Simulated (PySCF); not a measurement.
## Field gradients at the hydrogen positions

Species: C4H7F3OSi.
Geometry (GFN2-xTB, Å), atoms numbered from 1 in this order:
```
atom  x, y, z in Å
C1     0.2772    2.5212   -0.2761
C2     0.0452    1.3215   -0.7764
C3    -0.0959    0.0782    0.0472
O4    -1.0334   -0.7991   -0.6154
C5    -1.7817   -1.5721    0.2021
F6    -1.0196   -2.5463    0.8302
Si7    1.6115   -0.7798    0.2203
F8     2.3647   -0.6970   -1.1842
F9     2.5091    0.1688    1.1472
H10    0.3618    2.6881    0.7852
H11    0.4029    3.3818   -0.9089
H12   -0.0319    1.1529   -1.8402
H13   -0.4964    0.3353    1.0374
H14   -2.2625   -1.0127    1.0242
H15   -2.5203   -2.1006   -0.4100
H16    1.6618   -2.1314    0.7061
```

Level: PBE0/pcSseg-1 (PySCF, non-relativistic); Q(2H) = 0.00286 b; rigid geometry, the same for H and D, with no vibrational averaging.

Question: Rank these positions by the coupling χzz of a deuteron there, largest first.
A. H12 (vinylic hydrogen)
B. H16 (Si–H hydrogen)
C. H11 (vinylic hydrogen)
D. H13 (methine hydrogen)
E. H14 (methylene hydrogen)

Answer: C (228 kHz), A (219 kHz), D (191 kHz), E (179 kHz), B (117 kHz).

Q: Give the electric field gradient Vzz (the principal value of largest size), its asymmetry and the 2H coupling at each hydrogen.

A: 
```json
{"atom": "H10", "bonded to": "C1", "bond length (Å)": "1.078", "Vzz (au)": "0.3341", "η": "0.06", "χzz (kHz)": "225"}
{"atom": "H11", "bonded to": "C1", "bond length (Å)": "1.076", "Vzz (au)": "0.3389", "η": "0.05", "χzz (kHz)": "228"}
{"atom": "H12", "bonded to": "C2", "bond length (Å)": "1.080", "Vzz (au)": "0.3257", "η": "0.07", "χzz (kHz)": "219"}
{"atom": "H13", "bonded to": "C3", "bond length (Å)": "1.099", "Vzz (au)": "0.2845", "η": "0.11", "χzz (kHz)": "191"}
{"atom": "H14", "bonded to": "C5", "bond length (Å)": "1.105", "Vzz (au)": "0.2658", "η": "0.03", "χzz (kHz)": "179"}
{"atom": "H15", "bonded to": "C5", "bond length (Å)": "1.095", "Vzz (au)": "0.2815", "η": "0.04", "χzz (kHz)": "189"}
{"atom": "H16", "bonded to": "Si7", "bond length (Å)": "1.437", "Vzz (au)": "0.1735", "η": "0.02", "χzz (kHz)": "117"}
```

Q: Average by the element that carries the hydrogen.

A: on C: 205 kHz over 6 positions, mean bond length 1.089 Å; on Si: 117 kHz over 1 position, mean bond length 1.437 Å.

Q: How does χzz go with the bond length over the 6 C–H bonds?

A: A straight-line fit has a slope of -16.9 kHz for each 0.01 Å, with a correlation coefficient of -0.99, over lengths from 1.076 to 1.105 Å. The longer bonds have the smaller couplings here.

The structure is a single GFN2-xTB conformer in the gas phase; no vibrational or solvent corrections. GFN2-xTB bond lengths can be off by several hundredths of an ångström, more for odd bonds, and the gradients follow them. The basis is small and wasn't made for field gradients, so the couplings can be 20 % off.

The run behind these numbers computed NMR shieldings as well. Hardware: one thread, Intel Xeon 6975P-C (x86_64), shared host with 192 logical CPUs at a one-minute load of 136. Cost: 26 s of wall time, 0.90 GiB resident at most.
